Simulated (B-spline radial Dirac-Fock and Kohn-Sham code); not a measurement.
**X-ray form factors of lead in several charge states**

The computed values come from a radial atomic solver: relativistic Hartree-Fock (Dirac-Fock) wave functions, averaged over the configuration.

Configurations: Pb [Xe] 4f14 5d10 6s2 6p2; Pb²⁺ [Xe] 4f14 5d10 6s2; Pb³⁺ [Xe] 4f14 5d10 6s1; Pb⁴⁺ [Xe] 4f14 5d10; Pb⁵⁺ [Xe] 4f14 5d9. The first column is f₀ of Pb, the others are differences from it.

| s (Å⁻¹) | Pb | Δ Pb²⁺ | Δ Pb³⁺ | Δ Pb⁴⁺ | Δ Pb⁵⁺ |
| --- | --- | --- | --- | --- | --- |
| 0 | 82.000 | -2.000 | -3.000 | -4.000 | -5.000 |
| 0.1 | 77.511 | -0.651 | -1.250 | -1.895 | -2.704 |
| 0.2 | 69.514 | +0.161 | +0.121 | +0.036 | -0.372 |
| 0.3 | 61.741 | +0.079 | +0.195 | +0.317 | +0.235 |
| 0.4 | 54.834 | -0.019 | +0.033 | +0.101 | +0.162 |
| 0.5 | 48.964 | -0.030 | -0.044 | -0.055 | +0.021 |
| 0.7 | 39.912 | 0.000 | -0.022 | -0.050 | -0.036 |
| 0.9 | 33.126 | +0.006 | +0.012 | +0.018 | +0.005 |
| 1.1 | 27.663 | +0.002 | +0.012 | +0.024 | +0.013 |
| 1.4 | 21.543 | -0.002 | -0.001 | -0.001 | -0.002 |
